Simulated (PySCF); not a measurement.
BiCl3(NH3): from a saddle point downhill

PySCF 2.14.0, RKS PBE0, Bi def2-SVP with ECP60, Cl def2-SVP, N def2-SVP, H def2-SVP; non-relativistic Hamiltonian with scalar-relativistic core potentials where named; density fitting; no spin-orbit coupling. Relaxed within the symmetry of its start, the geometry (C3v) is

```xyz
8

Bi   -0.1184    0.1184   -0.1184
Cl    1.4476    1.2463    1.4476
Cl   -1.2463   -1.4476    1.4476
Cl    1.4476   -1.4476   -1.2463
N    -1.8922    1.8922   -1.8922
H    -2.5045    2.5045   -1.3524
H    -1.3524    2.5045   -2.5045
H    -2.5045    1.3524   -2.5045
```

and its lowest harmonic modes are -42, -42, 88, 91, 91, 99 cm⁻¹ (negative: unstable). It was moved along the lowest mode and relaxed again.

Task: Where does it end, and how much lower?

Result: In C1, 0.327 eV lower, after 46 steps:
```xyz
8

Bi    0.0262   -0.1436   -0.9889
Cl    1.1276    1.8720   -0.0399
Cl   -1.6314   -0.5737    0.8132
Cl    1.7271   -1.7996   -0.1982
N    -1.8364    1.7966   -1.4279
H    -2.4903    1.6098   -0.6659
H    -1.3543    2.6683   -1.2050
H    -2.3775    1.9377   -2.2803
```

Task: How do the contacts change?

Result: 
```json
{"contact": "Bi1–Cl2 (Cl)", "saddle (Å)": "2.485", "end (Å)": "2.485"}
{"contact": "Bi1–Cl3 (Cl)", "saddle (Å)": "2.485", "end (Å)": "2.486"}
{"contact": "Bi1–Cl4 (Cl)", "saddle (Å)": "2.485", "end (Å)": "2.502"}
{"contact": "Bi1–N5 (NH3)", "saddle (Å)": "3.072", "end (Å)": "2.725"}
```


No frequency check is given for the end, and other unstable modes may remain.

State: singlet.
